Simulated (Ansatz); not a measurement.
`C[O][Ti]1234([F])([N](C)C)[C@H]5[C@@H]1[C@@H]2[C@@H]3[C@H]54` and `CC[C@@]12[C@H]3[C@H]4[C@H]5[C@@H]1[Ti]4532([F])([O]C)[N](C)C` differ in one atom or group.

Ansatz, PBE0-D4/def2-TZVP geometries, multiplicity 1. Each molecule was computed in one conformer, which needn't be the lowest.

Scalar relativity is left out up to krypton.

```csv
property,`C[O][Ti]1234([F])([N](C)C)[C@H]5[C@@H]1[C@@H]2[C@@H]3[C@H]54`
HOMO–LUMO gap (ωB97M-V/def2-TZVPP) / eV,9.20
LUMO energy (PBE0/def2-TZVPP) / eV,-1.38
HOMO–LUMO gap (PBE/def2-TZVPP) / eV,2.68
size of the dipole moment (B3LYP/def2-TZVPP) / D,1.96
HOMO energy (PBE0/def2-TZVPP) / eV,-6.26
HOMO energy (PBE/def2-TZVPP) / eV,-5.13
```

(1) Give the same properties after the change, and the shifts. (An estimate is asked.)

## Answers

(1) Computed: 
| property | `CC[C@@]12[C@H]3[C@H]4[C@H]5[C@@H]1[Ti]4532([F])([O]C)[N](C)C` | shift |
| --- | --- | --- |
| HOMO–LUMO gap (ωB97M-V/def2-TZVPP) / eV | 9.17 | -0.03 |
| LUMO energy (PBE0/def2-TZVPP) / eV | -1.31 | 0.07 |
| HOMO–LUMO gap (PBE/def2-TZVPP) / eV | 2.68 | 0.00 |
| size of the dipole moment (B3LYP/def2-TZVPP) / D | 1.57 | -0.39 |
| HOMO energy (PBE0/def2-TZVPP) / eV | -6.18 | 0.08 |
| HOMO energy (PBE/def2-TZVPP) / eV | -5.06 | 0.07 |

Dipoles are sizes alone; their direction can turn.

B3LYP here is the variant with VWN-RPA as its local correlation; programs differ in this.

Positive LUMOs are unbound, so they and the gaps depend on the basis.
